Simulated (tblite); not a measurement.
Question: Write Cartesian coordinates for `C=C[C@@](C=O)(C[SiH3])C(=C)C` as optimised with GFN2-xTB.

Answer: 
```
atom  x, y, z in Å
C1    -0.4415    2.2585    0.2502
C2     0.1091    1.3358   -0.5152
C3     0.0870   -0.1393   -0.2041
C4     0.5655   -0.9494   -1.3904
O5     0.9731   -0.5197   -2.4316
C6     1.0733   -0.4367    0.9397
Si7    2.8637    0.1261    0.6004
C8    -1.3376   -0.5966    0.0854
C9    -1.7326   -1.1447    1.2223
C10   -2.2866   -0.3782   -1.0562
H11   -0.9741    2.0059    1.1534
H12   -0.3888    3.3052    0.0039
H13    0.6312    1.6008   -1.4248
H14    0.5198   -2.0413   -1.1994
H15    1.0636   -1.5093    1.1456
H16    0.7084    0.0656    1.8367
H17    3.3749   -0.5120   -0.6103
H18    2.9220    1.5816    0.4865
H19    3.6588   -0.3102    1.7511
H20   -1.0797   -1.3194    2.0583
H21   -2.7582   -1.4427    1.3630
H22   -2.3149    0.6758   -1.3293
H23   -1.9577   -0.9346   -1.9341
H24   -3.2905   -0.7012   -0.7933
```

Any rigid rotation of these coordinates is as good. Atoms count from 1 in this order. Si7 (SiH3 silicon) is tetrahedral (angles from 106.4° to 110.9°). Of the pairs four or more bonds apart, O5···H13 is among the closest relative to their van der Waals radii: 2.37 Å, 87 % of the sum of Bondi's values. The C–C distances run from 1.319 Å (C1=C2, drawn double) to 1.539 Å (C3–C6, drawn single), a spread of 0.220 Å.

Bonds between heavy atoms (Å): C1=C2 1.319, C2–C3 1.508, C3–C4 1.514, C4=O5 1.198, C3–C6 1.539, C6–Si7 1.907, C3–C8 1.524, C8=C9 1.322, C8–C10 1.501.

The geometry is computed with GFN2-xTB (gas phase).

Point group: C1 (no symmetry element, even within 0.4 Å). Its GFN2-xTB frequencies are all real (lowest 34 cm⁻¹). One conformer, not necessarily the lowest (C1–C2–C3–C4 169°, C2–C3–C4–O5 3°, C2–C3–C6–Si7 -56°, C2–C3–C8–C9 -120°).
